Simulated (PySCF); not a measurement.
Energies from PySCF, thermal terms from the rigid-rotor harmonic-oscillator model, ideal gas at 1 bar. 'Table' is the NASA 1993 thermochemical table (part measured, part estimated). Open shells (unrestricted): SrOH (multiplicity 2). Sr: scalar-relativistic def2 core potential, no spin-orbit coupling. The harmonic model lacks anharmonicity and excited electronic states, which grow with temperature; levels with a mode under 35 cm⁻¹ are left out. The table's entry may be an old estimate for SrOH (not checked at source).

Harmonic frequencies at PBE0/def2-TZVP (cm⁻¹): 371, 372, 541, 3978. Point group C∞v; S°(298 K) = 248.1 J/mol/K at this level.

Problem. Work out Cp and S° of gaseous SrOH at 500, 800, 1200, 1600, 2000 K from these, and set them beside the table.

Solution. 
| T (K) | Cp PBE0/def2-TZVP | Cp table | S° PBE0/def2-TZVP | S° table |
|---|---|---|---|---|
| 500 | 51.1 | 50.8 | 273.5 | 271.7 |
| 800 | 53.1 | 53.2 | 298.1 | 296.1 |
| 1200 | 55.1 | 55.5 | 320.0 | 318.1 |
| 1600 | 56.9 | 57.3 | 336.1 | 334.3 |
| 2000 | 58.2 | 58.7 | 348.9 | 347.3 |
Units J/mol/K.
